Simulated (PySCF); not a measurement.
HfI3, SMILES [Hf+]([I])([I])[I], charge +1, multiplicity 1.

Geometry optimised at PBE-D3(BJ)/def2-SVP. The multiplicity is an assumed one; no other spin state was optimised. The isomer is the one that the SMILES or the coordinates give; other isomers of the formula were not compared. The def2 effective core potentials stand for the cores of Hf, I; spin–orbit coupling is left out.

All values below come from PBE-D3(BJ)/def2-SVP (PySCF 2.14.0).

Frequencies are harmonic and unscaled.

Modes within 1.5 cm⁻¹ of each other (mostly degenerate sets) share a row, with their intensities summed.

```json
[
 {"mode": "1–3", "ν (cm⁻¹)": "56", "IR (km/mol)": "1.2", "moving atoms (share of kinetic energy)": "I 57 %, Hf 43 %"},
 {"mode": "4", "ν (cm⁻¹)": "200", "IR (km/mol)": "1.9", "moving atoms (share of kinetic energy)": "I 75 %, Hf 25 %"},
 {"mode": "5–6", "ν (cm⁻¹)": "230", "IR (km/mol)": "47.6", "moving atoms (share of kinetic energy)": "I 50 %, Hf 50 %"}
]
```
